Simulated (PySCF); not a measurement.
A structure optimised at B3LYP-D3(BJ)/def2-SVP, used in a PySCF frequency run:

```
C
H 1 1.1041
N 1 1.5003 2 110.71
C 3 1.2899 1 104.60 2 -121.06
H 4 1.0991 3 121.23 1 -178.22
Si 4 1.8899 5 142.51 3 177.63
H 6 1.4929 4 117.15 5 -68.70
H 6 1.4937 7 108.43 4 -139.44
Si 1 1.8934 2 108.23 3 122.85
H 9 1.4905 1 111.34 2 -60.84
H 9 1.4917 10 109.27 1 120.88
H 9 1.4935 10 109.24 11 119.13
```

**Question.** Write its SMILES and formula.

**Answer.** [SiH3][C@H]1N=C[SiH2]1, C2H7NSi2

**Question.** What are its rotational constants (standard atomic weights)?

**Answer.** 5.7504, 2.2203, 1.7969 GHz
